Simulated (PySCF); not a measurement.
Electronic structure of Zn⁹⁺ (zinc, charge +9) at the LDA level

Configuration: [Ar] 3d3, high-spin 4F determinant. Computed with PySCF 2.14 in an uncontracted even-tempered set (20 s from 0.4 bohr⁻², ratio 2.5; 13 p from 0.52 bohr⁻², ratio 2.5; 9 d from 0.52 bohr⁻², ratio 2.5; 4 f from 2.4 bohr⁻², ratio 2.7; 4 g from 3.6 bohr⁻², ratio 2.7), with the spin-free X2C one-electron Hamiltonian (Gaussian nucleus).

- Total energy: -1762.136 hartree
- One-electron energy: -2276.260 hartree
- Hartree (Coulomb) energy: 575.647 hartree
- Exchange-correlation energy: -61.523 hartree
- ⟨S²⟩: 3.7502
- ⟨L²⟩: 12.001
- Sum of ⟨r⟩: 8.720 bohr
- Sum of ⟨r²⟩: 5.575 bohr²
- Time after the integrals: 1.8 s of wall time on 2 threads of Neoverse-V2 (shared host)

```
shell  electrons  mean orbital energy (eV)  rms radius, mean of both spins (bohr)
 1s α          1                   -9732.9                                 0.0581
 1s β          1                   -9732.9                                 0.0581
 2s α          1                   -1397.5                                  0.246
 2s β          1                   -1394.0                                  0.246
 2p α          3                   -1244.4                                  0.219
 2p β          3                   -1241.8                                  0.219
 3s α          1                   -343.95                                  0.678
 3s β          1                   -338.72                                  0.678
 3p α          3                   -296.95                                  0.690
 3p β          3                   -291.76                                  0.690
 3d α          3                   -221.99                                  0.679
```

Densities and radii are taken from the X2C orbitals without a picture-change correction, which distorts them close to the nucleus.
